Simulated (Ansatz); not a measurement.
The same path of CH7AsSeSi (11 atoms, charge 0, multiplicity 1) was run 3 times with different band settings. The coordinate that changes most is the height of As3 over the plane of its neighbours.

These are results of RKS B3LYP-D4/def2-SVP in Ansatz 0.2.0, not measurements.

Relaxed end points:

```xyz
11
Properties=species:S:1:pos:R:3
C -0.791 1.213 0.099
Si 0.127 -0.182 -0.774
As 2.087 -0.918 0.381
Se -1.239 -2.009 -1.144
H -0.134 2.090 0.216
H -1.679 1.509 -0.481
H -1.119 0.894 1.100
H 0.524 0.231 -2.152
H 1.280 -1.144 1.664
H 2.458 0.508 0.811
H -1.449 -2.248 0.299
```

```xyz
11
Properties=species:S:1:pos:R:3
C -0.935 1.299 0.034
Si 0.084 -0.186 -0.518
As 1.620 -0.775 1.216
Se -1.244 -2.019 -0.985
H -0.283 2.172 0.208
H -1.678 1.564 -0.734
H -1.470 1.078 0.971
H 0.754 0.087 -1.822
H 2.464 -1.622 0.264
H 2.479 0.472 0.979
H -1.725 -2.126 0.408
```

Common settings: spring 5.0 eV/Å²; optimiser quadratic models (default); force threshold 0.03 eV/Å; end points relaxed.

| run | movable images | climbing image | start path | iteration limit |
| --- | --- | --- | --- | --- |
| 1 | 5 | yes | through a guess of the saddle point | 48 |
| 2 | 5 | yes | straight line | 44 |
| 3 | 6 | no | through a guess of the saddle point | 40 |

**Question.** What does each run give, and how far can it be trusted?

**Answer.** Run 1: converged after 25 iterations, highest image 1.304 eV above the first end. Neighbouring images differ by up to 1.3 eV, so the band resolves the path poorly. A vibrational analysis at the climbing image gives one clearly imaginary mode, 731i cm⁻¹: a first-order saddle point.
Run 2: converged after 17 iterations, highest image 1.304 eV above the first end. Neighbouring images differ by up to 1.3 eV, so the band resolves the path poorly. Another band between the same ends (5 images) ends at a top of the same energy, where a vibrational analysis finds 1 clearly imaginary mode.
Run 3: converged after 30 iterations, highest image 0.898 eV above the first end. No image climbed, so the highest image needn't sit at the top of the path.
